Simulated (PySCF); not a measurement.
Geometries of 2 isomers of C3H7GeNO2, from PBE0-D3(BJ)/def2-SVP geometry optimisation, gas phase in PySCF. One conformer each, no zero-point energy, no frequencies.

Question: Which is lower in electronic energy at this level?
A.
```xyz
14
angstrom
C      2.146    0.795   -0.026
N      1.614   -0.289   -0.396
C      0.365   -0.705    0.185
C     -0.676   -0.940   -0.934
O     -1.379    0.257   -1.182
Ge    -1.435    1.204    0.329
O     -0.189    0.185    1.127
H      1.704    1.450    0.744
H      3.098    1.104   -0.480
H      0.569   -1.661    0.699
H     -0.163   -1.259   -1.853
H     -1.372   -1.740   -0.620
H     -0.982    2.648    0.076
H     -2.760    1.084    1.096
```
B.
```xyz
14
angstrom
C     -1.932    0.063    1.042
C     -1.266    0.428   -0.249
O     -1.462    1.457   -0.845
Ge     0.110   -0.807   -1.036
N      1.756    0.061   -0.819
C      2.075    0.453    0.433
O      1.364    0.237    1.395
H     -2.678    0.822    1.316
H     -2.401   -0.931    0.966
H     -1.146   -0.003    1.811
H     -0.065   -0.889   -2.561
H      0.205   -2.206   -0.399
H      2.383    0.300   -1.579
H      3.047    0.993    0.522
```

Answer: B. That is `C[C](=O)[GeH2][NH]C=O`, 13.5 kcal/mol below the other.

| SMILES | atoms numbered as above | E (Eh) | relative (kcal/mol) | relative (kJ/mol) | dipole (D) |
| --- | --- | --- | --- | --- | --- |
| C[C](=O)[GeH2][NH]C=O | [CH3:1][C:2](=[O:3])[GeH2:4][NH:5][CH:6]=[O:7] | -2399.63165 | 0.0 | 0.0 | 2.48 |
| C=N[C@@H]1C[O][GeH2][O]1 | [CH2:1]=[N:2][C@@H:3]1[CH2:4][O:5][GeH2:6][O:7]1 | -2399.61015 | 13.5 | 56.5 | 1.62 |

As drawn, the lower has a C=O bond, an N–H bond and a C(=O)–N unit, which the higher lacks; the higher has a C=N bond, which the lower lacks.
